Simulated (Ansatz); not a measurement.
Start from `NBF` and change one element to get `FB[AsH2]`.

Ansatz, PBE0-D4/def2-TZVP geometries, multiplicity 1. Each molecule was computed in one conformer, which needn't be the lowest.

Scalar relativity is left out up to krypton.

```csv
property,`NBF`
HOMO energy (PBE/def2-TZVPP) / eV,-7.11
HOMO energy (PBE0/def2-TZVPP) / eV,-8.58
HOMO energy (ωB97M-V/def2-TZVPP) / eV,-10.99
LUMO energy (PBE/def2-TZVPP) / eV,-0.07
HOMO–LUMO gap (PBE0/def2-TZVPP) / eV,9.50
HOMO–LUMO gap (PBE/def2-TZVPP) / eV,7.05
```

**Question.** Give the same properties after the change, and the shifts. (Estimate.)

**Answer.** Ansatz gave: 
```tsv
property	`FB[AsH2]`	shift
HOMO energy (PBE/def2-TZVPP) / eV	-6.40	0.71
HOMO energy (PBE0/def2-TZVPP) / eV	-7.53	1.05
HOMO energy (ωB97M-V/def2-TZVPP) / eV	-9.64	1.35
LUMO energy (PBE/def2-TZVPP) / eV	-2.23	-2.16
HOMO–LUMO gap (PBE0/def2-TZVPP) / eV	6.26	-3.24
HOMO–LUMO gap (PBE/def2-TZVPP) / eV	4.17	-2.88
```

With PBE0 the HOMO rises by 1.05 eV and the LUMO falls by 2.19 eV, so the gap narrows by about 3.24 eV. PBE moves the HOMO by 0.71 eV and ωB97M-V by 1.35 eV.
